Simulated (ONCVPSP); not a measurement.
**zirconium: one change to an ONCV potential, before and after**

- Element: zirconium (Zr)
- Generator: ONCVPSP 4.0.1
- Type: optimised norm-conserving Vanderbilt (ONCV)
- Functional: Wu-Cohen
- Relativity: fully relativistic
- Frozen core: [Ar] 3d10 4s2
- Valence charge: 10
- Reference configuration: 4p6 4d2 5s1 5p1
- Partial waves: 5s: rc 3.25 bohr, ncon 5, nbas 9, qcut 1.6 1/bohr, 2 projectors, debl 1.9 Ha; 4p+5p: rc 2.50 bohr, ncon 4, nbas 7, qcut 5.9 1/bohr, 2 projectors; 4d: rc 2.40 bohr, ncon 4, nbas 9, qcut 7.4 1/bohr, 2 projectors, debl 0.7 Ha
- Local potential: polynomial inside 1.80 bohr (lpopt 3, dvloc0 0 Ha)
- Core correction: Teter function, fcfact 5, rcfact 1.45

Open shells are filled in proportion to 2j + 1.

All-electron outer shells of the reference configuration (Wu-Cohen, scalar-relativistic, ld1.x):

```
shell  level (eV)  outermost node (bohr)  outermost maximum (bohr)
   3d     -175.97                      –                      0.35
   4s      -55.72                   0.55                      1.08
   4p      -33.66                   0.56                      1.17
   5s       -5.19                   1.46                      3.11
   4d       -4.65                   0.58                      1.59
   5p       -2.04                   1.69                      4.05
```

Change: d: rc 3.02.

Cutoffs: the cutoffs (Ha) at which the residual kinetic energy of the hardest occupied pseudo-wave falls to 1 and 0.1 mHa per electron; they do not see the model core or the augmentation charge, which bear on the density cutoff. Errors are all-electron minus pseudo energies relative to the spin-unpolarised reference configuration.

Task: Predict the effect on cutoff, ghosts and configuration errors.

Result: The potential gets softer (15 Ha and 18 Ha → 11 Ha and 18 Ha); of the 3 tests that both files solve, the error grows in 0 and shrinks in 1 by more than 15 % and 0.3 meV (median size 4.5 → 4.1 meV); neither file shows a bound ghost. A larger radius leaves more room for a smooth pseudo-wave, so fewer plane waves are needed.

```tsv
quantity	base	changed
cutoff, loose	15 Ha	11 Ha
cutoff, tight	18 Ha	18 Ha
loose cutoff by channel	s 6.4 Ha, p 11 Ha, d 15 Ha	s 6.4 Ha, p 11 Ha, d 11 Ha
bound ghosts	none	none
GHOST(+) flags under 300 eV	s at 19.2 eV	s at 19.2 eV
tests with a reliable result	3 of 4	3 of 4
error for 4p6 4d2 5s2 5p0, meV [ΔE -3.10 eV]	-4.5	-4.1
error for 4p6 4d2 5s1 5p0, meV [ΔE 4.08 eV]	-0.8	-0.8
error for 4p6 4d2 5s0 5p0, meV [ΔE 16.95 eV]	-6.3	-4.1
s: phases at 3.30 bohr within 0.05 rad from the reference energy up to (Ha; the scan ends near 5)	n/a	n/a
p3/2: phases at 2.54 bohr within 0.05 rad from the reference energy up to (Ha; the scan ends near 5)	3.8	3.8
p1/2: phases at 2.54 bohr within 0.05 rad from the reference energy up to (Ha; the scan ends near 5)	3.8	3.8
rms error of d²Exc/dni dnj with the model core, mHa	4.41	4.46
```
